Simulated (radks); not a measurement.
Results of a calculation; reference values are marked as such.
Q: Species: B. Configuration: [He] 2s2 2p1 (the NIST ground configuration). Level of theory: non-relativistic Kohn-Sham, PBE, spin-polarised, spherical densities, point nucleus; open shells are filled with parallel spins first; hard spherical wall at 1.5 bohr (a radial shooting solver on a logarithmic mesh with Libxc functionals). Some entries of the table are withheld. Estimate them.

| orbital | occ. | eigenvalue (hartree) | <r> (bohr) | r(max) (bohr) |
|---|---|---|---|---|
| 1s up | 1 | -4.55256 | 0.3439 | 0.2155 |
| 1s down | 1 | -4.48948 | 0.3416 | 0.2147 |
| 2p up | 1 | 2.73870 | 0.8124 | 0.8228 |
| 2p down | 0 | 2.87141 | 0.8139 | 0.8276 |
| 2s up | 1 | 3.22894 | 0.8432 | 0.9444 |
| 2s down | 1 | 3.33459 | 0.8462 | 0.9453 |
| 3d up | 0 | (1) | 0.9433 | 0.9752 |
| 3d down | 0 | (2) | 0.9450 | 0.9771 |
| 3p up | 0 | 10.39321 | (3) | (4) |
| 3p down | 0 | 10.48895 | (5) | (6) |
| 3s up | 0 | 13.09830 | 0.8041 | 1.198 |
| 3s down | 0 | 13.20954 | 0.8033 | 1.199 |

A: 
(1) 3d up eigenvalue (hartree): 6.16492
(2) 3d down eigenvalue (hartree): 6.28410
(3) 3p up <r> (bohr): 0.7877
(4) 3p up r(max) (bohr): 0.4548
(5) 3p down <r> (bohr): 0.7855
(6) 3p down r(max) (bohr): 0.4542
